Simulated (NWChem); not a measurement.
C3H6OSi; SMILES C=C1C[SiH2]O1

```xyz
11

C      0.1536     2.2154     0.0000
C      0.0203     0.8901     0.0000
C     -1.2224     0.0073     0.0000
Si     0.0576    -1.3739     0.0000
O      1.0789     0.0007     0.0000
H     -0.7300     2.8540     0.0000
H      1.1447     2.6726     0.0000
H     -1.8509     0.1192     0.8958
H     -1.8509     0.1192    -0.8958
H      0.2087    -2.2175     1.2183
H      0.2087    -2.2175    -1.2183
```
Atoms are numbered in this order, from 1.

Geometry: optimised at PBE0/def2-SVP. B3LYP is NWChem's, with the RPA form of VWN correlation.

**Question.** Give the principal values of the shielding tensors (ppm) of C1, C2, C3, Si4, O5 from B3LYP/6-31G* (spherical d), GIAO (NWChem), with their diamagnetic and paramagnetic parts as GIAO splits them.

**Answer.** 
```json
[
 {"atom": "C1", "σ11": "24.6", "σ22": "136.6", "σ33": "160.4", "isotropic": "107.2", "diamagnetic": "260.9", "paramagnetic": "-153.7"},
 {"atom": "C2", "σ11": "-52.6", "σ22": "65.1", "σ33": "92.1", "isotropic": "34.9", "diamagnetic": "248.1", "paramagnetic": "-213.2"},
 {"atom": "C3", "σ11": "140.2", "σ22": "165.5", "σ33": "199.5", "isotropic": "168.4", "diamagnetic": "249.3", "paramagnetic": "-81.0"},
 {"atom": "Si4", "σ11": "352.7", "σ22": "362.1", "σ33": "443.1", "isotropic": "386.0", "diamagnetic": "881.5", "paramagnetic": "-495.5"},
 {"atom": "O5", "σ11": "70.3", "σ22": "224.7", "σ33": "229.9", "isotropic": "174.9", "diamagnetic": "390.8", "paramagnetic": "-215.9"}
]
```
